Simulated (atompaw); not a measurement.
# Before and after: PAW (atompaw) potential for nickel

Ni (Z = 28), PAW, made with atompaw 4.2.0.5 (PBE, scalar-relativistic). Core [Ar], reference 3d8 4s2 4p0. Waves: 4s (bound): rc 2.00 bohr; 4s channel at 0.25 Ry: rc 3.00 bohr; 4p (bound, empty): rc 3.00 bohr; 4p channel at 0.4 Ry: rc 3.00 bohr; 3d (bound): rc 0.95 bohr; 3d channel at -0.3 Ry: rc 0.95 bohr; 4f channel at 0.4 Ry: rc 3.00 bohr; 4f channel at 1 Ry: rc 3.00 bohr. Local part: vpsmatchnc scheme with l = 4 at 0.5 Ry, radius 2.10 bohr. Core correction: smooth core density matched at 2.30 bohr. Augmentation charge: besselshape compensation charge, radius 2.80 bohr; PAW radius 3.00 bohr; waves and projectors: custom polynom gramschmidtortho.

All-electron outer shells of the reference configuration (PBE, scalar-relativistic, ld1.x):

```csv
shell,level (eV),outermost node (bohr),outermost maximum (bohr)
3s,-111.06,0.30,0.64
3p,-71.39,0.27,0.65
3d,-8.87,–,0.63
4s,-5.64,0.92,2.24
4p,-1.22,1.00,3.17
```

Change: local potential ultrasoft scheme with l = 4 at 0.5 Ry, radius 2.10 bohr.

Cutoffs: the cutoffs (Ry, on a coarse ladder) from which the occupation-weighted sum of valence levels, in a spherical-Bessel basis at the reference potential, stays within 10 and 1 mRy of its value at 400 Ry; they do not see the model core or the augmentation charge, which bear on the density cutoff.

Task: What does the change do?

Result: The potential gets neither clearly harder nor softer (160 Ry and 260 Ry → 160 Ry and 260 Ry); the bound ghost in s disappears. A state that the projectors do not describe sees the local part alone, so a deeper or shallower local part can create or remove a ghost.

| quantity | base | changed |
| --- | --- | --- |
| cutoff, loose | 160 Ry | 160 Ry |
| cutoff, tight | 260 Ry | 260 Ry |
| bound ghosts | s | none |
| s: phases at 3.02 bohr within 0.05 rad from the reference energy up to (Ry; the scan ends near 5) | 2.6 | 2.0 |
| p: phases at 3.02 bohr within 0.05 rad from the reference energy up to (Ry; the scan ends near 5) | 3.2 | 3.2 |
| d: phases at 3.02 bohr within 0.05 rad from the reference energy up to (Ry; the scan ends near 5) | 4.9 | 4.7 |
| f: phases at 3.02 bohr within 0.05 rad from the reference energy up to (Ry; the scan ends near 5) | to the end of the scan | to the end of the scan |
| lowest overlap eigenvalue by channel | s 0.01, p 0.45, d 0.96, f 0.99 | s 0.02, p 0.56, d 1.00, f 0.99 |

 A true bound ghost makes a file unfit for plane-wave use even where its test errors are small: the radial tests pick states by their node count and pass the ghost by. The cutoffs see the waves, projectors and local potential, not the compensation charge or the core.
